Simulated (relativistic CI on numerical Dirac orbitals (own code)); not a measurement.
## Hyperfine structure of Ti XVI, mass number 47

Calculated at this level of theory: Dirac-Coulomb-Breit CI, orbitals from a KLI potential per configuration, model QED, unscaled Slater integrals (own radial code, finite nucleus).

CI space (outside the closed core 1s2): 2s2 2p3, 2s 2p4, 2p5, 2p4 3s, 2p4 3p, 2p4 3d, 2s2 2p2 3s, 2s2 2p2 3p, 2s2 2p2 3d, 2s 2p3 3s, 2s 2p3 3p, 2s 2p3 3d, 2s2 2p2 4s, 2s2 2p2 4p, 2s2 2p2 4d, 2s2 2p2 4f. Levels of other configurations are missing.

Nuclear spin I = 5/2, μ = -0.78814 μN, Q = 0.302 b (tables of Stone and Pyykkö). The electronic factors are computed for point nuclear moments, without core polarisation or the Bohr-Weisskopf and QED corrections.

```csv
Level,E (cm⁻¹),A (MHz),B (MHz)
2s2 2p3 2D°_3/2,119974,-5147,8340
2s2 2p3 2D°_5/2,134868,-9184,-56.9
2s2 2p3 2P°_1/2,200312,-25600,
2s2 2p3 2P°_3/2,221954,-5300,-8660
2s 2p4 4P_5/2,590507,-21250,8520
2s 2p4 4P_3/2,621824,-19150,-6910
2s 2p4 4P_1/2,635145,-42680,
2s 2p4 2D_3/2,823091,6284,-11900
```

Levels with J = 0, under 50 % of one LS term, or S terms without an open s electron are left out. Small factors come from cancelling terms and can be off by tens of per cent or more.

At this charge energies of transitions that change n are usually good to better than 1 %, and those within a shell (Δn = 0) to a few per cent.

Q: Give the hyperfine levels of 2s2 2p3 2D°_5/2 relative to its centre of gravity.

A: With K = F(F + 1) − I(I + 1) − J(J + 1), E = AK/2 + B[¾K(K + 1) − I(I + 1)J(J + 1)]/[2I(2I − 1)J(2J − 1)]: F = 0: 80320, F = 1: 71150, F = 2: 52800, F = 3: 25270, F = 4: -11460, F = 5: -57410 MHz.

LS names give the leading component of a level, which can be under half, so a name can repeat, a term be missing and a line seem to break the LS rules.
